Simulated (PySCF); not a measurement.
The same groups moved round the core (propene chloro+silyl). Gas-phase values, no solvent. One relaxed conformer stands for each flexible species; it need not be the lowest. Strings in code marks are SMILES.

Method: PySCF 2.14.0 with PBE-D3(BJ)/def2-TZVP // CAM-B3LYP-D3(BJ)/def2-TZVP. All candidates: neutral, multiplicity 1. Excitations are Tamm–Dancoff values on a coarser integration grid. The basis has no diffuse functions, so Rydberg states are missing or too high.

The T1 excitation (TDA) comes out as 4.03 eV, the S1 excitation (TDA) comes out as 5.95 eV and the HOMO–LUMO gap comes out as 4.74 eV.

Task: Identify which member has these values.
A. `C/C=C(\[SiH3])Cl`
B. `C=C(Cl)C[SiH3]` (Cl–C–C–Si torsion 74°)
C. `C/C(Cl)=C/[SiH3]`
D. `C/C(Cl)=C\[SiH3]`

Result: C, `C/C(Cl)=C/[SiH3]`. The others give `C/C=C(\[SiH3])Cl`: 3.84 eV, 5.57 eV, 4.53 eV; `C/C(Cl)=C\[SiH3]`: 3.96 eV, 5.76 eV, 4.65 eV; `C=C(Cl)C[SiH3]` (Cl–C–C–Si torsion 74°): 4.16 eV, 5.94 eV, 4.95 eV
